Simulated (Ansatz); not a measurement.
NbSeF3, relaxed as a singlet with RKS r2SCAN-D4/def2-SVP in Ansatz, starting from the GFN2-xTB geometry. Force threshold 0.02 eV/Å.

In the def2 sets Nb takes a core potential; there is no spin–orbit coupling.

Start:

```xyz
5

Nb    0.1363   -0.2080    0.0402
Se   -1.1066    1.6995   -0.3074
F     1.5237    0.4504    1.0256
F     0.5160   -0.6862   -1.6805
F    -1.0693   -1.2556    0.9221
```

(1) Estimate the energy that the relaxation releases and the steps that it takes.

(2) Does the start keep its bonding and symmetry?

(3) Predict the relaxed structure.

Results:

(1) 24.0 kJ/mol, in 5 steps; 15 s on 4 threads of Arm Neoverse V2 on a shared host. No frequencies were taken in this run, so the end may be a saddle point.

(2) By distances, no bond broke or formed. The bond that changes most is Nb1–F5, from 1.82 to 1.85 Å (atoms count from 1). Point group C3v at the start, C3v at the end, both within 0.05 Å.

(3) 
```
atom   x (Å)   y (Å)   z (Å)
 Nb1   0.058  -0.089   0.016
 Se2  -1.170   1.798  -0.322
  F3   1.548   0.361   1.022
  F4   0.562  -0.757  -1.638
  F5  -0.998  -1.314   0.922
```
Bond lengths: 3 × F–Nb 1.85 Å; 1 × Nb–Se 2.28 Å.
